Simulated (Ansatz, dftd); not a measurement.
System: SiNH3Cl, charge 0, doublet. SiNH3Cl (SMILES N[SiH]Cl, doublet).
B3LYP-D3(BJ)/def2-TZVP minimum from Ansatz (a program for electronic structure):
```xyz
6

Si     0.0639     0.7806     0.1922
N      1.7335     0.4289     0.0033
Cl    -1.0258    -0.9447    -0.2357
H     -0.1210     1.1306     1.6299
H      2.1036     0.0444    -0.8520
H      2.4271     0.9535     0.5147
```
Charge 0, spin multiplicity 2.

Property: atomisation energy (electronic, to ground-state atoms), in kJ/mol. UHF or UKS for unpaired electrons; spin-orbit terms are left out. Correlated methods leave the cores frozen. Rows without X2C or -DK are non-relativistic. CBS(X,Y): correlation extrapolated as X^-3, Hartree-Fock from the larger set. A bracket is a step between two methods taken in the basis named. Functionals run without relativity, which enters their misses. Double hybrids freeze cores in their MP2 part. '+ core + X2C': CCSD(T) terms for core correlation (cc-pwCVTZ, 1s frozen past Ne) and scalar relativity (cc-pVTZ-DK). For partners of very few electrons the exact lower level stands in for a higher one.

```
level                                                                                        program  atomisation energy (kJ/mol)  difference against the last row
------------------------------------------------------------------------------------  --------------  ---------------------------  -------------------------------
HF/cc-pV(Q+d)Z                                                                                Ansatz                       1298.1                           -548.6
r2SCAN-D3(BJ)/def2-TZVPD                                                              Ansatz + dftd3                       1853.1                              6.4
PBE0-D3(BJ)/def2-TZVPD                                                                Ansatz + dftd3                       1842.2                             -4.5
r2SCANh/def2-TZVPD                                                                            Ansatz                       1836.4                            -10.3
CAM-B3LYP/def2-TZVPD                                                                          Ansatz                       1842.0                             -4.7
wB97M-V/def2-TZVPD                                                                            Ansatz                       1850.4                              3.7
B2GP-PLYP-D3(BJ)/def2-TZVPD                                                           Ansatz + dftd3                       1819.3                            -27.4
B2GP-PLYP/def2-TZVPD                                                                          Ansatz                       1808.5                            -38.2
MP2/cc-pV(T+d)Z                                                                               Ansatz                       1799.3                            -47.4
CCSD/cc-pV(T+d)Z                                                                              Ansatz                       1740.5                           -106.2
CCSD(T)/cc-pV(Q+d)Z                                                                           Ansatz                       1817.3                            -29.4
CCSDT(Q)/cc-pV(D+d)Z                                                                          Ansatz                       1627.6                           -219.1
CCSD(T)/CBS(cc-pV(T+d)Z,cc-pV(Q+d)Z) + [CCSDT(Q) - CCSD(T)]/cc-pV(D+d)Z + core + X2C          Ansatz                       1846.7                              0.0
```
